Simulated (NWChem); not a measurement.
Molecule: C$_{2}$H$_{7}$GeN, singlet; SMILES C[N](C)[GeH]

```xyz
11

Ge     0.0098     1.0671     0.0004
H      1.6101     1.1513    -0.0002
N      0.0006    -0.7632    -0.0003
C     -1.2587    -1.4728    -0.0003
C      1.1422    -1.6468    -0.0012
H     -1.3579    -2.1213    -0.8913
H     -1.3561    -2.1243     0.8886
H     -2.1010    -0.7652     0.0017
H      1.1390    -2.3071     0.8872
H      1.1395    -2.3048    -0.8913
H      2.0752    -1.0693    -0.0003
```
Atoms are numbered in this order, from 1.

Low-valent species are run as closed-shell singlets; no triplet was tried in these runs. Geometry: optimised at PBE0/def2-SVP.

Problem. Give the principal values of the shielding tensors (ppm) of Ge1, N3, C4, C5 from PBE/6-311G** (spherical d), GIAO (NWChem), with their diamagnetic and paramagnetic parts as GIAO splits them.

Solution. 
| atom | σ11 | σ22 | σ33 | isotropic | diamagnetic | paramagnetic |
|---|---|---|---|---|---|---|
| Ge1 | -316.2 | 1040.3 | 1088.9 | 604.3 | 2755.6 | -2151.2 |
| N3 | -252.6 | 116.8 | 210.8 | 25.0 | 321.8 | -296.8 |
| C4 | 110.9 | 115.6 | 177.9 | 134.8 | 248.4 | -113.6 |
| C5 | 86.9 | 110.4 | 180.9 | 126.1 | 248.0 | -122.0 |
